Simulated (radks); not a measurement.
The numbers below are computed, except where a source is named.
Mn, configuration [Ar] 3d5 4s1 4f1 (not the ground configuration). Code: a radial shooting solver on a logarithmic mesh with Libxc functionals. Model: non-relativistic Kohn-Sham, PBE, spin-unpolarised, spherical densities, point nucleus.

Unscreened Slater integrals over Kohn-Sham orbitals (eV).

| integral | value |
|---|---|
| F0(4f,4f) | 1.4262 |
| F2(4f,4f) | 0.83577 |
| F4(4f,4f) | 0.57163 |
| F6(4f,4f) | 0.42831 |
| F0(4f,4s) | 1.7376 |
| G3(4f,4s) | 0.0048781 |
| F0(4f,3d) | 1.7379 |
| F2(4f,3d) | 0.019296 |
| F4(4f,3d) | 0.0012395 |
| G1(4f,3d) | 0.00042904 |
| G3(4f,3d) | 0.00023822 |
| G5(4f,3d) | 0.00016136 |
| F0(4f,3p) | 1.7379 |
| F2(4f,3p) | 0.010254 |
| G2(4f,3p) | 2.7273e-05 |
| G4(4f,3p) | 1.7280e-05 |
| F0(4s,4s) | 8.6467 |
| F0(4s,3d) | 10.842 |
| G2(4s,3d) | 1.4604 |
| F0(4s,3p) | 11.146 |
| G1(4s,3p) | 0.66468 |
| F0(3d,3d) | 21.606 |
| F2(3d,3d) | 9.7831 |
| F4(3d,3d) | 6.0469 |
| F0(3d,3p) | 23.986 |
| F2(3d,3p) | 11.162 |
| G1(3d,3p) | 13.855 |
| G3(3d,3p) | 8.3377 |
| F0(3p,3p) | 27.109 |
| F2(3p,3p) | 13.560 |

Derived for the open shells (J is the average intra-shell exchange parameter used in DFT+U). 3d: Racah B = F2/49 - 5 F4/441 = 0.1311 eV, C = 35 F4/441 = 0.4799 eV, C/B = 3.66, F4/F2 = 0.618, J = (F2 + F4)/14 = 1.131 eV. 4f: F4/F2 = 0.684, F6/F2 = 0.512, J = (286 F2 + 195 F4 + 250 F6)/6435 = 0.07111 eV.
